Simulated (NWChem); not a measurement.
System: ZnHSeBr; SMILES [SeH][Zn][Br]

```xyz
4

Zn     0.0367     0.0922     0.0002
Br    -0.1470    -2.1416    -0.0007
Se     0.2371     2.3668     0.0011
H     -1.2300     2.5068    -0.0082
```
Atoms are numbered in this order, from 1.

Level: PBE0/def2-SVP (NWChem), optimised geometry, unscaled harmonic frequencies. This build's default masses of Se (78.918 u) and Br (79.917 u) are each other's, which moves their modes by up to 0.6 %.

**Question.** List the harmonic frequencies with IR intensities, and the thermochemistry.

**Answer.** 
```
frequency (cm⁻¹)  IR intensity (km/mol)
----------------  ---------------------
73                                  7.6
78                                  6.9
206                                 0.5
384                                50.5
580                                 1.0
2442                                8.6
```

| Property | Value |
|---|---|
| zero-point energy | 5.4 kcal/mol |
| thermal correction to the enthalpy at 298.15 K (with zero-point energy) | 9.4 kcal/mol |
| heat capacity Cv | 14.3 cal/(mol K) |
| entropy at 298.15 K and 1 atm (symmetry number 1) | 79.4 cal/(mol K) |
| dipole moment | 1.11 D |

Rigid rotor and harmonic oscillator; modes under 100 cm⁻¹ make the entropy uncertain.
